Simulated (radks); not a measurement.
The mean radii <r> (bohr) of the occupied orbitals of an atom or ion are listed with their occupations. Method: scalar-relativistic Kohn-Sham, Wu-Cohen GGA, spin-polarised, spherical densities, finite nucleus; Fermi nuclear charge, rms radius of each element as measured or else 0.836 A^(1/3) + 0.57 fm; computed with a radial shooting solver on a logarithmic mesh with Libxc functionals.

orbital  occ.      <r>
1s down     1  0.03610
1s up       1  0.03610
2s up       1   0.1581
2s down     1   0.1581
2p up       3   0.1377
2p down     3   0.1377
3s up       1   0.4435
3s down     1   0.4435
3p up       3   0.4460
3p down     3   0.4460
3d up       5   0.4332
3d down     5   0.4331
4s up       1    1.164
4s down     1    1.155
4p up       3    1.310
4p down     3    1.296
4d up       4    2.031

Name the element and its charge. Open shells, if any, are filled with parallel spins first.

Answer. Z = 41, niobium, charge +1: Nb+ in [Kr] 4d4. The 1s radius gives Z: for a bare nucleus <r> = (2 gamma + 1)/(2Z) with gamma = sqrt(1 - (Z/c)^2), 0.03547 bohr for Z = 41, and screening makes it slightly larger (0.03610 here). The occupations add up to 40, and the charge is Z minus that.
